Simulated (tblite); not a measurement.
Start geometry of `C=C(C)C=C=[C]C` [radical] from a force field or distance geometry (Å):
```
atom  x, y, z in Å
C1    -2.706   -0.686   -0.833
C2    -1.540   -0.269   -0.345
C3    -1.463    0.601    0.889
C4    -0.294   -0.669   -0.984
C5     0.886   -0.326   -0.550
C6     1.976   -0.004   -0.181
C7     3.311    0.392    0.282
H8    -2.777   -1.312   -1.707
H9    -3.648   -0.397   -0.369
H10   -2.474    0.836    1.277
H11   -0.987    1.556    0.653
H12   -0.922    0.108    1.694
H13   -0.361   -1.309   -1.845
H14    3.245    1.022    1.172
H15    3.841    0.956   -0.487
H16    3.906   -0.490    0.554
```

**Question.** What comes out of this run: GFN2-xTB geometry optimisation, gas phase (tblite)?

**Answer.** 
```
atom  x, y, z in Å
C1    -2.751   -0.683   -0.828
C2    -1.543   -0.287   -0.352
C3    -1.439    0.589    0.864
C4    -0.348   -0.683   -0.982
C5     0.902   -0.310   -0.539
C6     2.001    0.022   -0.145
C7     3.312    0.410    0.313
H8    -2.834   -1.309   -1.700
H9    -3.670   -0.385   -0.355
H10   -2.423    0.827    1.259
H11   -0.923    1.516    0.616
H12   -0.859    0.088    1.638
H13   -0.400   -1.314   -1.859
H14    3.234    1.042    1.198
H15    3.836    0.961   -0.470
H16    3.899   -0.475    0.563
```

The energy falls by 23.4 kJ/mol over 46 L-BFGS steps, the largest force on an atom goes from 4.30 to 0.009 eV/Å, and the atoms move by 0.048 Å rms after alignment. The bond that changes most is C4=C5 (ends: carbon bonded to 2 C and H; carbon bonded to 2 C), which lengthens by 0.074 Å. Bonds longer at the end by more than 0.005 Å: 4 of 15; shorter: 6. Among the angles that change most is H11–C3–H12, from 109.9° to 107.5°. Rotational constants go from 7700, 1230, 1075 to 7938, 1214, 1067 MHz. The orientation of the end geometry is arbitrary; only internal coordinates are fixed.

The run took 0.18 s on an Arm Neoverse V2 with one thread (shared host).

GFN2-xTB frequencies show an imaginary mode (40i cm⁻¹), so the point is no minimum at that level.

One conformer stands for the species.

The numbers are calculated, not measured.
